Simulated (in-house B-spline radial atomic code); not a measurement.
Configurations of neutral nitrogen, with energies counted from [He] 2s2 2p3. Level of theory: scalar-relativistic (X2C) TPSS, spin-polarised, spherical fractional occupations, Fermi nucleus of rms radius 2.5582 fm; calculated with a radial B-spline atomic code at the basis-set limit. Shells without spins written out take the highest spin.

Occupations are held fixed; configurations that lie above the ionisation limit could autoionise.

```csv
configuration,E - E(ref) (eV),highest orbital,its <r> (bohr)
"[He] 2s2 2p(1 up, 2 down)",3.1905,2p up,1.531
"[He] 2s2 2p(2 up, 0 down) 3s(0 up, 1 down)",11.077,3s down,5.322
[He] 2s1 2p3 3p1,17.884,3p up,6.532
[He] 2s1 2p3 3d1,19.1,3d up,9.751
```

**Question.** Order these further configurations by energy, lowest first.
A. [He] 2s(1 up, 0 down) 2p(2 up, 1 down) 3s(0 up, 1 down)
B. [He] 2s2 2p2 3s1
C. [He] 2s1 2p3 3s1
D. [He] 2s1 2p4
E. [He] 2s2 2p2 3p1

**Answer.** B (10.926 eV), D (11.468 eV), E (12.22 eV), C (16.565 eV), A (23.144 eV).
